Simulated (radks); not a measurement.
The numbers below are computed, except where a source is named.
All-electron atom: the mercury ion Hg3+ in [Xe] 4f14 5d9.

Level of theory: scalar-relativistic Kohn-Sham, r2SCAN, spin-polarised, spherical densities, finite nucleus; open shells are filled with parallel spins first (spin-orbit coupling, left out, can overturn this in heavy ions); meta-GGA in the generalised Kohn-Sham scheme; Fermi nuclear charge, rms radius 5.4648 fm (a radial shooting solver on a logarithmic mesh with Libxc functionals).

Energy parts (eV):
total: -533828.97
kinetic: 598937.77
electron-nucleus: -1327006.24
Hartree: 204304.30
exchange-correlation: -10064.80

Orbitals (lengths in bohr, moments of r in powers of bohr; r(max) is where P^2 peaks):
orbital  occ.  eigenvalue (eV)   <1/r>   r(max)
1s up       1        -83274.46   97.53  0.01022
1s down     1        -83274.46   97.53  0.01022
2s up       1        -14816.72   22.90  0.05913
2s down     1        -14816.58   22.90  0.05913
2p up       3        -12781.49   20.28  0.04906
2p down     3        -12781.39   20.28  0.04906
3s up       1        -3553.669   8.501   0.1666
3s down     1        -3553.649   8.501   0.1666
3p up       3        -2963.051   7.729   0.1662
3p down     3        -2963.020   7.729   0.1662
3d up       5        -2339.747   7.258   0.1356
3d down     5        -2339.666   7.258   0.1356
4s up       1        -814.9393   3.640   0.3757
4s down     1        -814.8330   3.639   0.3757
4p up       3        -620.4532   3.286   0.3956
4p down     3        -620.3632   3.285   0.3956
4d up       5        -388.3203   2.947   0.4027
4d down     5        -388.2128   2.947   0.4028
4f up       7        -131.4784   2.533   0.3675
4f down     7        -131.3278   2.534   0.3676
5s up       1        -155.0993   1.497   0.8290
5s down     1        -154.4046   1.500   0.8280
5p up       3        -102.7791   1.280   0.9281
5p down     3        -101.9287   1.282   0.9267
5d up       5         -43.2217  0.9452    1.144
5d down     4         -42.2946  0.9441    1.143

The highest occupied level is 5d down at -42.295 eV. The electron density at the nucleus is 2.499e+06 e/bohr^3 (large components only).
